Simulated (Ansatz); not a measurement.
System: LaF, net charge 0, singlet state. SMILES: [F][La]
Structure (B3LYP-D3(BJ)/def2-TZVP (Ansatz, an electronic-structure program) minimum search):
```
La
F 1 2.0897
```
Charge 0, spin multiplicity 1.

Parts of the frozen-core correlation energy in def2-SVP (Ansatz, hartree). Frozen orbitals: 5; correlated occupied orbitals by spin: 5 and 5; virtual: 36 and 36. Spin-orbit coupling is left out. Past Kr the def2 sets carry scalar-relativistic core potentials. The restricted reference is unstable.

```tsv
term	value
reference (HF)	-130.53158
MP2 opposite-spin	-0.16936
MP2 same-spin	-0.06218
CCSD correlation	-0.23831
(T)	-0.00509
CCSDT minus CCSD(T)	-0.00027
T1 diagnostic	0.021
largest doubles amplitude	0.160
```
